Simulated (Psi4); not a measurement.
CaCl$_{2}$ (SMILES [Cl][Ca][Cl]), singlet, geometry from GFN2-xTB (such geometries of metal compounds can be far from the true shape); HF/pcseg-2 (Psi4 1.11).

Input for Psi4:
```
memory 2 GB

molecule {
0 1
  Ca    0.20833325   -0.77248415   -0.00231624
  Cl    1.27221329    0.83465715   -1.36523888
  Cl   -1.51731124    0.07414773    1.36796387
}

set basis pcseg-2

energy('scf')
print_variables()
```

It wrote (shortened):

```
   => Loading Basis Set <=

    Name: PCSEG-2
    Role: ORBITAL
    Keyword: BASIS

         ---------------------------------------------------------
                                   SCF
               by Justin Turney, Rob Parrish, Andy Simmonett
                          and Daniel G. A. Smith
                              RHF Reference
         ---------------------------------------------------------

  ==> Geometry <==

    Molecular point group: c2v
    Full point group: C2v

    Geometry (in Angstrom), charge = 0, multiplicity = 1:

       Center              X                  Y                   Z               Mass
    ------------   -----------------  -----------------  -----------------  -----------------
         CA          -0.000000000000     0.000000000000    -0.808657832793    39.962590863000
         CL           1.989360384269     0.000000000000     0.462069236500    34.968852682000
         CL          -1.989360384269    -0.000000000000     0.462069236500    34.968852682000

  Running in c2v symmetry.

  Rotational constants: A =      0.41051  B =      0.06091  C =      0.05304 [cm^-1]
  Rotational constants: A =  12306.83799  B =   1825.90799  C =   1590.00621 [MHz]
  Nuclear repulsion =  190.875351095320696

  Charge       = 0
  Multiplicity = 1
  Electrons    = 54
  Nalpha       = 27
  Nbeta        = 27

  ==> Algorithm <==

  SCF Algorithm Type is DF.
  DIIS enabled.
  MOM disabled.
  Fractional occupation disabled.
  Guess Type is SAD.
  Energy threshold   = 1.00e-06
  Density threshold  = 1.00e-06
  Integral threshold = 1.00e-12

  ==> Primary Basis <==

  Basis Set: PCSEG-2
    Blend: PCSEG-2
    Number of shells: 37
    Number of basis functions: 101
    Number of Cartesian functions: 114
    Spherical Harmonics?: true
    Max angular momentum: 3

   => Loading Basis Set <=

    Name: (PCSEG-2 AUX)
    Role: JKFIT
    Keyword: DF_BASIS_SCF

  ==> Integral Setup <==

  SCF_SUBTYPE=INCORE selected. In-core MEM_DF algorithm will be used.
  Using in-core AOs.

  ==> MemDFJK: Density-Fitted J/K Matrices <==

    J tasked:                   Yes
    K tasked:                   Yes
    wK tasked:                   No
    Algorithm:                 Core
    Schwarz Cutoff:           1E-12
    Mask sparsity (%):       6.1367
    Fitting Condition:        1E-10

   => Auxiliary Basis Set <=

  Basis Set: (PCSEG-2 AUX)
    Blend: DEF2-UNIVERSAL-JKFIT
    Number of shells: 120
    Number of basis functions: 416
    Number of Cartesian functions: 513
    Spherical Harmonics?: true
    Max angular momentum: 4

  Minimum eigenvalue in the overlap matrix is 1.8907002968E-02.
  Reciprocal condition number of the overlap matrix is 5.1157674543E-03.
    Using symmetric orthogonalization.

  ==> Pre-Iterations <==

  SCF Guess: Superposition of Atomic Densities via on-the-fly atomic UHF (no occupation information).

   -------------------------
    Irrep   Nso     Nmo
   -------------------------
     A1        39      39
     A2        14      14
     B1        30      30
     B2        18      18
   -------------------------
    Total     101     101
   -------------------------

  ==> Iterations <==

                           Total Energy        Delta E     RMS |[F,P]|

   @DF-RHF iter SAD: -1595.16219791889512   -1.59516e+03   0.00000e+00
   @DF-RHF iter   1: -1595.87182977369844   -7.09632e-01   6.92580e-03 DIIS/ADIIS
   @DF-RHF iter   2: -1595.94208437538100   -7.02546e-02   3.26697e-03 DIIS/ADIIS
   @DF-RHF iter   3: -1595.95395285806194   -1.18685e-02   2.02357e-04 DIIS/ADIIS
   @DF-RHF iter   4: -1595.95404985928280   -9.70012e-05   5.79810e-05 DIIS
   @DF-RHF iter   5: -1595.95405999934610   -1.01401e-05   2.14819e-05 DIIS
   @DF-RHF iter   6: -1595.95406102082347   -1.02148e-06   4.22729e-06 DIIS
   @DF-RHF iter   7: -1595.95406110690124   -8.60778e-08   9.33416e-07 DIIS
  Energy and wave function converged.

  ==> Post-Iterations <==

    Orbital Energies [Eh]
    ---------------------

    Doubly Occupied:

       1A1  -149.304371     1B1  -104.713626     2A1  -104.713626
       3A1   -16.778407     2B1   -13.590969     4A1   -13.590881
       1B2   -13.590767     3B1   -10.477630     5A1   -10.477628
       4B1    -7.945696     6A1    -7.945695     1A2    -7.945369
       2B2    -7.945369     5B1    -7.945345     7A1    -7.945345
       8A1    -2.229335     6B1    -1.343242     9A1    -1.339711
       3B2    -1.336779    10A1    -1.009117     7B1    -1.001420
      11A1    -0.447912     8B1    -0.432808    12A1    -0.425072
       4B2    -0.418894     2A2    -0.418432     9B1    -0.409313

    Virtual:

      13A1    -0.020270     5B2     0.055491    14A1     0.084801
      10B1     0.086261     6B2     0.150072    15A1     0.153149
       3A2     0.153157    16A1     0.181873    11B1     0.233157
      17A1     0.241181    18A1     0.371273    12B1     0.377031
       7B2     0.383270     4A2     0.397367    19A1     0.414537
      20A1     0.491108    13B1     0.502580     5A2     0.539620
       8B2     0.542651    21A1     0.549875    14B1     0.569075
       9B2     0.597343    22A1     0.646212    15B1     0.693330
       6A2     0.869760    16B1     0.876851    17B1     0.878264
      10B2     0.878519    23A1     0.881453     7A2     0.913089
      11B2     0.933555    24A1     0.937193    25A1     0.986781
      18B1     1.011842    26A1     1.273353    19B1     1.287972
      27A1     1.569003    12B2     1.636660    28A1     1.643294
       8A2     1.645635    29A1     1.752060    20B1     1.827888
       9A2     2.490725    21B1     2.490847    13B2     2.492452
      22B1     2.494047    30A1     2.494687    31A1     2.500425
      14B2     2.500460    10A2     2.500471    23B1     2.500494
      15B2     2.526167    11A2     2.543754    32A1     2.551921
      24B1     2.556048    33A1     2.576417    12A2     2.657539
      25B1     2.665429    16B2     2.667019    34A1     2.670144
      35A1     2.739625    26B1     2.851222    13A2     4.029739
      17B2     4.032090    27B1     4.033038    36A1     4.036625
      28B1     4.040694    18B2     4.066029    14A2     4.069628
      37A1     4.112293    38A1     4.197166    29B1     4.293043
      39A1    33.136912    30B1    33.155545

    Final Occupation by Irrep:
             A1    A2    B1    B2
    DOCC [    12,    2,    9,    4 ]
    NA   [    12,    2,    9,    4 ]
    NB   [    12,    2,    9,    4 ]

  @DF-RHF Final Energy: -1595.95406110690124

   => Energetics <=

    Nuclear Repulsion Energy =            190.8753510953206955
    One-Electron Energy =               -2582.2133095525182398
    Two-Electron Energy =                 795.3838973502965928
    Total Energy =                      -1595.9540611069010083

Computation Completed

Properties will be evaluated at   0.000000,   0.000000,   0.000000 [a0]

Properties computed using the SCF density matrix

 Multipole Moments:

 ------------------------------------------------------------------------------------
     Multipole            Electronic (a.u.)      Nuclear  (a.u.)        Total (a.u.)
 ------------------------------------------------------------------------------------

 L = 1.  Multiply by 2.5417464519 to convert [e a0] to [Debye]
 Dipole X            :          0.0000000            0.0000000            0.0000000
 Dipole Y            :          0.0000000            0.0000000            0.0000000
 Dipole Z            :         -2.3602638           -0.8745702           -3.2348340
 Magnitude           :                                                    3.2348340

 ------------------------------------------------------------------------------------

  Variable Map:
  ----------------------------------------------------------------------------
  "CURRENT ENERGY"           =>   -1595.954061106901
  "CURRENT REFERENCE ENERGY" =>   -1595.954061106901
  "DD SOLVATION ENERGY"      =>       0.000000000000
  "HF KINETIC ENERGY"        =>    1598.248136886716
  "HF POTENTIAL ENERGY"      =>   -3194.202197993617
  "HF TOTAL ENERGY"          =>   -1595.954061106901
  "HF VIRIAL RATIO"          =>       1.998564631031
  "NUCLEAR REPULSION ENERGY" =>     190.875351095321
  "ONE-ELECTRON ENERGY"      =>   -2582.213309552518
  "PCM POLARIZATION ENERGY"  =>       0.000000000000
  "PE ENERGY"                =>       0.000000000000
  "SCF ITERATION ENERGY"     =>   -1595.954061106901
  "SCF ITERATIONS"           =>       7.000000000000
  "SCF TOTAL ENERGY"         =>   -1595.954061106901
  "TWO-ELECTRON ENERGY"      =>     795.383897350297

  Array Variable Map:
  ----------------------------------------------------------------------------
  "CURRENT DIPOLE"           =>       0.000000000000 ... -3.234834017915 1 by 3
  "SCF DIPOLE"               =>       0.000000000000 ... -3.234834017915 1 by 3
  "SCF TOTAL ENERGIES"       =>   -1595.162197918895 ... -1595.954061106901 1 by 8
```
